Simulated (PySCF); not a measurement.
The numbers are results of PBE-D3(BJ)/def2-TZVP // PBE0-D3(BJ)/def2-TZVP run with PySCF, not measurements. Isolated molecules, 0 K electronic values unless said otherwise. One relaxed conformer stands for a flexible species; it need not be the lowest. Delta-SCF ions had no search for a lower state. Excitations are Tamm–Dancoff values on a coarser integration grid. The basis has no diffuse functions, so Rydberg states are missing or too high.

Reference species (SMILES): `C=[SiH]C#C` (neutral, multiplicity 1).

```json
{
 "vertical ionisation energy (Delta-SCF)": "8.48 eV",
 "T1 excitation (TDA)": "2.44 eV"
}
```

Changed species: `C=[SiH][AlH2]` (X = AlH2; the reference has X = ethynyl).

### Question
What does the change do to the vertical ionisation energy (Delta-SCF) and T1 excitation (TDA)?

### Answer
the vertical ionisation energy (Delta-SCF) goes up by 0.20 eV, to 8.68 eV; the T1 excitation (TDA) falls by 0.52 eV, to 1.92 eV.
